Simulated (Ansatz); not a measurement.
System: C3H3, charge 1, multiplicity 1. SMILES of the parent species: C=C=[CH]
Coordinates optimised at B3LYP-D3(BJ)/def2-TZVP (Ansatz, an electronic-structure program):
```xyz
6

C      1.2489     0.1199     0.4370
C      0.0985     0.0095     0.0345
C     -1.1622    -0.1116    -0.4067
H      2.2584     0.2168     0.7903
H     -1.6564     0.7169    -0.9120
H     -1.7133    -1.0404    -0.2672
```
Charge +1, spin multiplicity 1.

Q: Give the harmonic wavenumbers at B3LYP-D3(BJ)/def2-TZVP (Ansatz, finite differences of forces, unscaled).

A: 274, 324, 633, 910, 1035, 1129, 1151, 1475, 2134, 3102, 3201, 3365 cm⁻¹. Zero-point energy 26.8 kcal/mol.

Q: From these and the geometry, give the ideal-gas thermochemistry at 298.15 K and 1 atm (rigid rotor, harmonic oscillator).

A: Point group C2v, rotational symmetry number 2. Rotational constants 285.9, 9.728, 9.408 GHz. S(trans) 36.92, S(rot) 18.67, S(vib) 3.59, S(elec, spin only) 0.00, S 59.2 cal/(mol K). H(298) - H(0) 3.07 kcal/mol; G - E(el) 12.2 kcal/mol.
